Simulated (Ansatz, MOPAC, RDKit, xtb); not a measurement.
Complex: NH3 (SMILES N) (first 4 atoms) with HI (SMILES I); geometry from B3LYP-D3(BJ)/def2-TZVP, rigid monomers moved along the line of their centres of mass till N1···H6 is 1.88 Å.
(charge 0, multiplicity 1):
```xyz
6

N     -0.0803    -0.0838     0.5171
H      0.1505    -0.9682     0.0788
H     -1.0025     0.2049     0.2112
H      0.5961     0.6136     0.2282
I     -0.0284    -0.4370     4.1046
H     -0.0532    -0.2683     2.3906
```

Interaction energies are E(AB) − E(A) − E(B) at the monomers' geometry in the complex; basis-set methods are counterpoise corrected. RDKit's UFF carries no charges.

The state that AM1 reach isn't checked.

Run with Ansatz (a first-principles code) with Gaussian orbitals; MOPAC for AM1 (differences of heats of formation); RDKit for the force fields; xtb for the GFN methods. Values without a source in brackets are computed. In def2 rows elements past Kr take small-core potentials, without spin–orbit coupling.

### Question
One of these levels gives 35.72 kcal/mol for the interaction energy. Name it.
A) GFN2-xTB
B) AM1
C) HF/def2-SVPD
D) UFF

### Answer
D, UFF. The others give -1.50 (AM1), -9.82 (GFN2-xTB), -3.82 (HF/def2-SVPD)
